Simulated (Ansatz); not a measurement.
Molecule: CH3Cl2Si (charge 0, doublet). It need not be the lowest isomer of its formula. SMILES: [SiH](Cl)([CH2])Cl
Structure (B3LYP-D3(BJ)/def2-TZVP (Ansatz, an electronic-structure program) minimum search):
```
Si
H 1 1.4694
C 1 1.8233 2 112.65
H 3 1.0835 1 122.15 2 172.32
H 3 1.0838 4 115.74 1 -178.83
Cl 1 2.0599 2 108.38 3 121.68
Cl 1 2.0624 2 107.86 3 -121.73
```
Charge 0, spin multiplicity 2.

Computed values are from Ansatz. Cores are frozen in the correlated levels unless marked. UHF or UKS for open shells. No spin-orbit coupling. Non-relativistic. Basis-set limits of correlation are two-point, X^-3; Hartree-Fock from the larger set. [CCSD(T)-MP2]/basis is that difference in the basis named.

atomisation energy De: 555.4 kcal/mol at RI-MP2/CBS(aug-cc-pV(T+d)Z,aug-cc-pV(Q+d)Z)+[CCSD(T)-MP2]/aug-cc-pV(T+d)Z
total energy: -1248.5327 Eh at RI-MP2/CBS(aug-cc-pV(T+d)Z,aug-cc-pV(Q+d)Z)+[CCSD(T)-MP2]/aug-cc-pV(T+d)Z
dipole moment: 1.98 D at CCSD(T)/aug-cc-pV(D+d)Z
T1 diagnostic: 0.010 at CCSD/aug-cc-pV(T+d)Z
